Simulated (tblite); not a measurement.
`[SiH3]Cc1nc[c]cn1` [radical] (doublet state). The geometry is computed with GFN2-xTB (gas phase). This method treats the open shell by occupation alone, without spin polarisation.

```
atom  x, y, z in Å
Si1   -2.3491    0.3405   -0.1632
C2    -0.8558   -0.3259   -1.1612
C3     0.3665   -0.2010   -0.3368
N4     0.6762   -1.2175    0.4586
C5     1.7522   -1.0969    1.2297
C6     2.4916    0.0546    1.1845
C7     2.1244    1.0726    0.3459
N8     1.0458    0.9365   -0.4189
H9    -3.5298    0.1961   -1.0159
H10   -2.4970   -0.4490    1.0585
H11   -2.1163    1.7474    0.1596
H12   -0.7372    0.2541   -2.0739
H13   -1.0192   -1.3715   -1.4139
H14    1.9831   -1.9399    1.8664
H15    2.6602    2.0079    0.2586
```

(1) Which two atoms are farthest apart?

(2) Give the dihedral angles C5–C6–C7–N8, H10–Si1–C2–C3, H11–Si1–C2–C3.

(3) Work out the bond lengths Si1–C2, Si1–H9, Si1–H10, C2–C3, C2–H13, C3–N8, C5–C6 in Å.

(4) What is the repulsion energy of the bare nuclei, Σ ZA·ZB/RAB?

(5) What are the angles H10–Si1–H11, H9–Si1–H10, C2–Si1–H11, Si1–C2–C3, C3–C2–H12, H12–C2–H13, N4–C5–C6, C6–C5–H14?

(6) How far apart are these pairs, which share no bond: C2···H11, C3···C7, N4···H12, C6···H14, N8···H11, H12···H15?

(7) How far are the heavy atoms from their best plane (unweighted least squares)?

(8) Where is the centre of mass (commonest isotopes), and what is the radius of gyration?

(9) Write the matrix of distances between heavy atoms (Å, lower triangle).

Results:

(1) H9···H14 and H9···H15, 6.577 Å down to 6.574 Å.

(2) C5–C6–C7–N8 0° (synperiplanar); H10–Si1–C2–C3 -60° (synclinal); H11–Si1–C2–C3 60° (synclinal). Dihedral signs follow IUPAC: positive where, seen along the central bond, the front bond turns clockwise onto the rear one.

(3) For Si1–C2 the difference vector is (1.4933, -0.6664, -0.9980) Å, of length 1.9157 Å. Si1–C2 1.916; Si1–H9 1.464; Si1–H10 1.462; C2–C3 1.480; C2–H13 1.088; C3–N8 1.327; C5–C6 1.369 Å.

(4) 400.00 Eh over 105 pairs, with full nuclear charges and distances in bohr; the largest single term is 23.20 Eh (Si1 with C2).

(5) From the scalar product of the two bond vectors; for H10–Si1–H11 it is -0.7508 Å² over 1.4621 × 1.4621 Å², cos θ = -0.3512. H10–Si1–H11 110.6°; H9–Si1–H10 110.6°; C2–Si1–H11 109.0°; Si1–C2–C3 108.9°; C3–C2–H12 109.4°; H12–C2–H13 109.5°; N4–C5–C6 119.6°; C6–C5–H14 124.0°.

(6) C2···H11 2.763 Å (2 bonds apart); C3···C7 2.276 Å (2 bonds apart); N4···H12 3.252 Å (3 bonds apart); C6···H14 2.168 Å (2 bonds apart); N8···H11 3.315 Å (4 bonds apart); H12···H15 4.479 Å (5 bonds apart).

(7) 0.459 Å rms; Si1 0.89, C2 0.73, C3 0.37, N4 0.21, C5 0.15, C6 0.33, C7 0.15, N8 0.21 Å (magnitudes).

(8) Mass 123.038 u; centre at (0.192, 0.001, 0.081) Å; Rg = √(Σ m r²/M) = 2.084 Å. As Ia + Ib + Ic = 2 Σ m r², the three principal moments sum to 1068.8 u·Å².

(9) 
```
Si1   0.000
C2    1.916  0.000
C3    2.774  1.480  0.000
N4    3.459  2.401  1.327  0.000
C5    4.564  3.621  2.275  1.329  0.000
C6    5.033  4.105  2.626  2.333  1.369  0.000
C7    4.562  3.621  2.276  2.712  2.372  1.369  0.000
N8    3.456  2.400  1.327  2.355  2.711  2.332  1.329  0.000
```

The point group is Cs within 0.08 Å; differences among equivalent distances and angles are scatter left by the optimiser. Its GFN2-xTB frequencies are all real (lowest 38 cm⁻¹). 2 starts were optimised and ended at 0.00 and 0.02 kcal/mol (GFN2-xTB); the lowest of these is shown.

One conformer stands for the species.
